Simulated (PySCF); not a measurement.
## Peak assignment

Molfile (atoms numbered from 1):
```
C5H11NOSi3
     RDKit          3D

 21 21  0  0  0  0  0  0  0  0999 V2000
   -3.1372    1.1427    0.8237 C   0  0  0  0  0  0  0  0  0  0  0  0
   -2.4736    0.1602   -0.0043 C   0  0  0  0  0  0  0  0  0  0  0  0
   -1.9274   -0.6607   -0.6976 C   0  0  0  0  0  0  0  0  0  0  0  0
   -1.0313   -1.8953   -1.7384 Si  0  0  0  0  0  4  0  0  0  0  0  0
    0.5738   -1.6241   -1.7255 O   0  0  0  0  0  0  0  0  0  0  0  0
    1.8422   -0.9135   -1.0065 Si  0  0  2  0  0  4  0  0  0  0  0  0
    2.0510   -1.3701    0.8061 C   0  0  0  0  0  0  0  0  0  0  0  0
    1.9389   -0.3636    1.6702 C   0  0  0  0  0  0  0  0  0  0  0  0
    1.5804    1.3191    0.9100 Si  0  0  0  0  0  4  0  0  0  0  0  0
    1.5961    0.7786   -0.7311 N   0  0  0  0  0  0  0  0  0  0  0  0
   -3.7918    0.6470    1.5408 H   0  0  0  0  0  0  0  0  0  0  0  0
   -2.3965    1.7292    1.3672 H   0  0  0  0  0  0  0  0  0  0  0  0
   -3.7351    1.8112    0.2039 H   0  0  0  0  0  0  0  0  0  0  0  0
   -1.4028   -1.7507   -3.1479 H   0  0  0  0  0  0  0  0  0  0  0  0
   -1.2216   -3.2434   -1.1952 H   0  0  0  0  0  0  0  0  0  0  0  0
    2.9433   -1.1986   -1.9206 H   0  0  0  0  0  0  0  0  0  0  0  0
    2.2509   -2.3812    1.1398 H   0  0  0  0  0  0  0  0  0  0  0  0
    2.0392   -0.5190    2.7375 H   0  0  0  0  0  0  0  0  0  0  0  0
    2.6458    2.3040    1.1399 H   0  0  0  0  0  0  0  0  0  0  0  0
    0.2787    1.8700    1.3136 H   0  0  0  0  0  0  0  0  0  0  0  0
    1.3679    1.3989   -1.4862 H   0  0  0  0  0  0  0  0  0  0  0  0
  1  2  1  0
  2  3  3  0
  3  4  1  0
  4  5  1  0
  5  6  1  0
  6  7  1  0
  7  8  2  0
  8  9  1  0
  9 10  1  0
 10  6  1  0
  1 11  1  0
  1 12  1  0
  1 13  1  0
  4 14  1  0
  4 15  1  0
  6 16  1  6
  7 17  1  0
  8 18  1  0
  9 19  1  0
  9 20  1  0
 10 21  1  0
M  END
```

Level of theory: GIAO PBE0/pcSseg-1 shieldings, coordinates at the GFN2-xTB level, in PySCF 2.14 (equivalent nuclei averaged, in vacuum, non-relativistic Hamiltonian, one computed conformer).

Scale: ¹³C (186.93 ppm) and ¹H (31.72 ppm) vs TMS (reference shieldings calculated alike).

Q: Assign these signals to the numbered atoms. ¹³C{¹H} NMR (computed): δ 158.1 (CH), 156.1 (CH), 113.3 (C), 86.1 (C), 6.3 (CH3).

A: 
| δ (ppm) | atoms | environment | reason |
| --- | --- | --- | --- |
| 158.1 | C7 | alkene CH | the olefinic region |
| 156.1 | C8 | alkene CH | – |
| 113.3 | C2 | alkyne carbon | – |
| 86.1 | C3 | alkyne carbon | sp carbons lie upfield of alkene carbons because the cylindrical π system leaves one tensor component strongly shielded |
| 6.3 | C1 | propargylic methyl carbon | aliphatic region, no heteroatom directly attached |

Q: Assign these signals to the numbered atoms. ¹H NMR (600 MHz, computed): δ 7.47 (m, 1H), 7.42 (m, 1H), 5.35 (m, 1H), 5.27 (m, 1H), 5.17 (m, 1H), 5.17 (m, 1H), 5.15 (m, 1H), 2.09 (s, 3H), 0.46 (br s, 1H).

A: 
7.47 → H18, hydrogen on an alkene CH: olefinic region
7.42 → H17, hydrogen on an alkene CH
5.35 → H16, hydrogen on a silicon bonded to C, N, O, in a 5-membered ring
5.27 → H20, hydrogen on a silicon bonded to C, N, in a 5-membered ring
5.17 → H14, hydrogen on a silicon bonded to C, O
5.17 → H19, hydrogen on a silicon bonded to C, N, in a 5-membered ring
5.15 → H15, hydrogen on a silicon bonded to C, O
2.09 → H11/H12/H13, hydrogen on a propargylic methyl carbon
0.46 → H21, hydrogen on a nitrogen bonded to 2 Si, in a 5-membered ring: exchangeable, gas-phase position

H18 and H17; H16 and H20; H20 and H14; H14 and H19; H19 and H15 lie closer than the usual error of such a calculation, so a measured spectrum could show them in the other order.

Exchangeable OH/NH protons stand at their gas-phase positions; hydrogen bonding in a real sample shifts them, mostly to higher δ. Shifts are as computed. Against solution values, carbons near 30 ppm lie about +3 ppm off and those near 130 ppm about +5 ppm. Of 1309 compounds with measured shifts, 239 miss one by over three times the rms of a fit or turn the order of signals round; such compounds aren't used in these exercises. No couplings were computed; multiplicities are counted from neighbouring protons, with m where these are inequivalent, close in shift, in a saturated or five-membered ring or joined by F or P, and br s for small geminal =CH2 splittings.
